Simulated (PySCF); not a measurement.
H4HfO3, SMILES [OH][HfH]([OH])[OH], multiplicity 1.

Coordinates come from a B3LYP-D3(BJ)/def2-SVP optimisation. The multiplicity is an assumed one; no other spin state was optimised. The structure was generated by enumeration; whether it is a known compound was not checked. The def2 effective core potentials stand for the cores of Hf; spin–orbit coupling is left out. Other conformers were not sampled.

Two levels are set side by side: PBE/def2-TZVPD (PySCF) and M06-2X/def2-TZVPD (PySCF). Same geometry, gas phase. Differences are taken from unrounded values.

| quantity | M06-2X |
|---|---|
| orbital gap (eV) | 8.91 |
| highest occupied level (eV) | -9.09 |
| lowest empty level (eV) | -0.18 |
| dipole moment (D) | 2.76 |
| mean polarisability (bohr³) | 54.4 |

Q: What does PBE give, and how far is it from M06-2X? (The exact figures need the calculation; the answer reports its results.)

A: 
```json
[
 {"quantity": "orbital gap (eV)", "PBE": "5.60", "PBE minus M06-2X": "-3.31"},
 {"quantity": "highest occupied level (eV)", "PBE": "-6.49", "PBE minus M06-2X": "2.59"},
 {"quantity": "lowest empty level (eV)", "PBE": "-0.90", "PBE minus M06-2X": "-0.72"},
 {"quantity": "dipole moment (D)", "PBE": "2.84", "PBE minus M06-2X": "0.08"},
 {"quantity": "mean polarisability (bohr³)", "PBE": "60.2", "PBE minus M06-2X": "5.7"}
]
```

PBE's occupied levels lie high since its potential decays too fast outside the molecule; exact exchange lowers them and widens the gap. Loosely held outer electrons make PBE densities more polarisable. Differences between two approximate levels are no errors against the true value.

Rough cost on one machine, each run with all the roots and properties that it gave: M06-2X against PBE about 3 times.
